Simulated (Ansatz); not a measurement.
Na₅H₄⁺. Charge 1, multiplicity 1. Geometry r2SCAN-D4/def2-SVP.

```xyz
9

Na   -0.6137   -1.1012    2.6893
Na    2.8707   -0.6435    0.4040
Na   -2.7950    0.9754   -0.2257
Na   -0.1070   -0.4762   -0.2584
Na    0.6875    1.4325   -2.5077
H    -1.1786    1.0643   -1.5852
H     1.1587   -1.1566    1.5356
H    -1.8733   -0.2902    1.1957
H     1.8507    0.1954   -1.2477
```

The structure comes from a short search, and lower isomers may exist.

Question: Estimate the orbital energies around the gap (eV) in Ansatz with HF/def2-TZVP, LDA (SPW92)/def2-TZVP, PBE-D4/def2-TZVP, B97M-V/def2-TZVP, PBE0-D4/def2-SVP.

Answer: 
| orbital | HF/def2-TZVP | LDA (SPW92)/def2-TZVP | PBE-D4/def2-TZVP | B97M-V/def2-TZVP | PBE0-D4/def2-SVP |
| --- | --- | --- | --- | --- | --- |
| HOMO−9 | -43.73 | -31.42 | -31.21 | -32.64 | -34.70 |
| HOMO−8 | -43.73 | -31.42 | -31.21 | -32.64 | -34.70 |
| HOMO−7 | -43.73 | -31.41 | -31.21 | -32.64 | -34.70 |
| HOMO−6 | -42.92 | -30.59 | -30.44 | -31.92 | -33.92 |
| HOMO−5 | -42.91 | -30.52 | -30.36 | -31.85 | -33.85 |
| HOMO−4 | -42.91 | -30.52 | -30.36 | -31.85 | -33.85 |
| HOMO−3 | -13.43 | -9.53 | -9.36 | -9.64 | -10.49 |
| HOMO−2 | -12.33 | -8.60 | -8.48 | -8.78 | -9.52 |
| HOMO−1 | -12.33 | -8.60 | -8.48 | -8.78 | -9.52 |
| HOMO | -11.41 | -7.81 | -7.73 | -8.07 | -8.70 |
| LUMO | -2.03 | -4.12 | -4.07 | -3.79 | -3.35 |
| LUMO+1 | -1.82 | -4.08 | -3.97 | -3.70 | -3.33 |
| LUMO+2 | -1.82 | -3.76 | -3.69 | -3.49 | -3.04 |
| LUMO+3 | -1.81 | -3.65 | -3.69 | -3.42 | -3.04 |
| LUMO+4 | -1.72 | -3.65 | -3.69 | -3.42 | -3.03 |
| LUMO+5 | -0.92 | -2.81 | -2.72 | -2.57 | -1.96 |
